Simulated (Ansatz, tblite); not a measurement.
Cost and result up the ladder for the cluster Sn2Ge⁺ (3 atoms). Charge 1, multiplicity 2. Geometry: PBE0-D4/def2-TZVP.

```xyz
3

Ge   -1.0191    0.5001   -0.2801
Sn    0.8003   -0.6733   -1.6740
Sn    0.2189    0.1732    1.9541
```

Ansatz on 4 threads of Arm Neoverse V2 on a shared host; xTB runs through tblite on one thread. Times are rough, summed over both states, and most runs start from the orbitals of an earlier one. RPA@PBE/def2-TZVP serves as the yardstick here, not as an exact answer. Differences are given only for rows in sets of like size (and for xTB, whose basis is part of the method), since another set adds its own error. The other state is a quartet at its own geometry, which has other bonds, so the gap mixes isomer and spin.

In the def2 sets Sn takes a core potential; there is no spin–orbit coupling. The xTB rows come from tblite. LC-ωPBE has ω = 0.4 bohr⁻¹. Correlated methods freeze 17 core orbitals; core or outer-core shells of Ge, Sn are correlated, in sets that lack core-valence functions. The rows differ in basis, and correlated rows in double-zeta sets carry the largest basis error. In CCSD on the charge 1 quartet the largest single amplitude is 0.27, so its Hartree–Fock determinant may place the open shell otherwise than the density functionals do. The structure comes from a short search, and lower isomers may exist.

Run but left out: HF/def2-SVP, HF/def2-TZVP, MP2/def2-SVP, MP2/def2-TZVP (doublet: ⟨S²⟩ 1.19 to 1.22, where a pure state has 0.75).

Correlated methods converge slowly with the basis, most of all in double-zeta sets.

xTB has no spin-polarisation term.

| level | functions | quartet − doublet (eV) | difference from RPA@PBE/def2-TZVP (eV) | remarks |
| --- | --- | --- | --- | --- |
| GFN1-xTB | 27 | 0.86 | 0.48 | – |
| RPA@PBE/def2-TZVP | 148 | 0.38 | 0.00 | – |
| LC-ωPBE/def2-TZVP | 148 | 0.16 | -0.22 | – |
| r2SCAN0-D4/def2-TZVP | 148 | 0.19 | -0.19 | – |
| PBE0-D4/def2-TZVP | 148 | 0.25 | -0.13 | – |
| B97M-V/def2-TZVP | 148 | 0.36 | -0.02 | – |
| BLYP-D4/def2-TZVP | 148 | 0.45 | 0.07 | – |
| BHLYP-D4/def2-TZVP | 148 | 0.30 | -0.08 | – |
| PBE-D4/def2-TZVP (with forces) | 148 | 0.34 | -0.05 | – |
| r2SCAN-D4/def2-TZVP | 148 | 0.27 | -0.12 | – |
| GFN2-xTB | 27 | 0.94 | 0.56 | – |
| CCSD(T)/def2-SVP | 84 | 0.30 | – | large T1 (0.049) (quartet), spin-contaminated (⟨S²⟩ 1.19) (doublet), spin-contaminated (⟨S²⟩ 4.00) (quartet) |

Estimate how long each takes.

GFN1-xTB 0.004 s; GFN2-xTB 0.007 s; PBE-D4/def2-TZVP (with forces) 7.4 s; BLYP-D4/def2-TZVP 8.3 s; RPA@PBE/def2-TZVP 10 s; PBE0-D4/def2-TZVP 11 s; BHLYP-D4/def2-TZVP 13 s; LC-ωPBE/def2-TZVP 15 s; CCSD(T)/def2-SVP 23 s; r2SCAN0-D4/def2-TZVP 28 s; r2SCAN-D4/def2-TZVP 33 s; B97M-V/def2-TZVP 36 s. On shared hardware such times vary by a factor of up to 3.
